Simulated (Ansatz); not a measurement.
Sn3Cl6O3⁺, that is cyclo-(Cl2SnO)3 with one electron fewer. Charge 1, multiplicity 2. Geometry PBE-D4/def2-SVP, that of the neutral singlet; atoms count from 1.

```xyz
12

Sn    0.099    2.057    0.180
Cl   -1.093    3.543   -1.175
Cl    1.396    3.218    1.739
O    -1.198    0.912    1.162
Sn   -1.407   -1.065    1.077
Cl   -1.084   -1.940    3.220
Cl   -3.556   -1.556    0.299
O    -0.080   -1.895   -0.152
Sn    1.314   -0.993   -1.249
Cl    0.891   -1.432   -3.505
Cl    3.407   -1.826   -0.624
O     1.311    0.978   -0.972
```

In the def2 sets Sn takes a core potential; there is no spin–orbit coupling.

Q: Estimate the Mulliken populations from the PBE0/def2-SVP orbitals of Ansatz.

A: 
| atom | charge (e) | spin (α − β) |
| --- | --- | --- |
| Sn1 | 1.12 | -0.04 |
| Cl2 | -0.09 | 0.13 |
| Cl3 | -0.09 | 0.13 |
| O4 | -0.60 | 0.19 |
| Sn5 | 1.12 | -0.04 |
| Cl6 | -0.09 | 0.13 |
| Cl7 | -0.09 | 0.13 |
| O8 | -0.63 | 0.05 |
| Sn9 | 1.12 | -0.03 |
| Cl10 | -0.08 | 0.14 |
| Cl11 | -0.08 | 0.15 |
| O12 | -0.63 | 0.06 |
Mulliken values depend strongly on the basis.

Q: Where does the spin sit?

A: Summed by element: Sn -0.12, Cl 0.82, O 0.30, of 1 unpaired in all. Largest on single atoms: O4 0.19, Cl11 0.15, Cl10 0.14.

Q: And the Mayer bond orders between heavy atoms (over 0.3)?

A: Sn1–Cl2 1.06 (2.34 Å); Sn1–Cl3 1.07 (2.34 Å); Sn1–O4 0.85 (1.99 Å); Sn1–O12 0.89 (1.99 Å); O4–Sn5 0.85 (1.99 Å); Sn5–Cl6 1.07 (2.34 Å); Sn5–Cl7 1.06 (2.34 Å); Sn5–O8 0.90 (1.99 Å); O8–Sn9 0.88 (1.99 Å); Sn9–Cl10 1.05 (2.34 Å); Sn9–Cl11 1.06 (2.34 Å); Sn9–O12 0.88 (1.99 Å).
